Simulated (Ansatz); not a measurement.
ISn (SMILES [Sn][I]), doublet, at a GFN2-xTB geometry (such geometries of metal compounds can be far from the true shape) (the spin is typed, not shown lowest) (all electrons, no relativity). Base run: CAM-B3LYP/3-21G in Ansatz (a program for electronic structure).

Input for Ansatz:
Ansatz 0.2 input:
```yaml
crystal:
  periodic: [false, false, false]
  atoms:
    - {symbol: Sn, position_ang: [-0.00000000, -0.00000000, -1.39442545]}
    - {symbol: I, position_ang: [0.00000000, 0.00000000, 1.31549570]}
basis:
  gaussian:
    orbitals: 3-21G.json
hamiltonian:
  xc: cam_b3lyp
magnetization: {spin_polarized: true, initial_magnetization: 1}
```
The basis file holds 3-21G in the JSON format of the Basis Set Exchange.

The base run was repeated with changes; each row names its change, and settings that it needs were set with it.

| change | ΔE vs base (eV) |
|---|---|
| base | 0.00 |
| occupation = up:A1:26 A2:4 B1:11 B2:11 down:A1:25 A2:4 B1:11 B2:11 | 2.51 |
| occupation = up:A1:25 A2:3 B1:12 B2:12 down:A1:25 A2:4 B1:11 B2:11 | 27.16 |
| occupation = up:A1:26 A2:4 B1:10 B2:12 down:A1:25 A2:4 B1:11 B2:11 | 5.59 |
| occupation = up:A1:25 A2:4 B1:11 B2:12 down:A1:25 A2:4 B1:11 B2:11 | 0.00 |
| occupation = up:A1:25 A2:3 B1:11 B2:13 down:A1:25 A2:4 B1:11 B2:11 | 37.51 |
| symmetry_tolerance_ang = 0.01 | 0.00 |
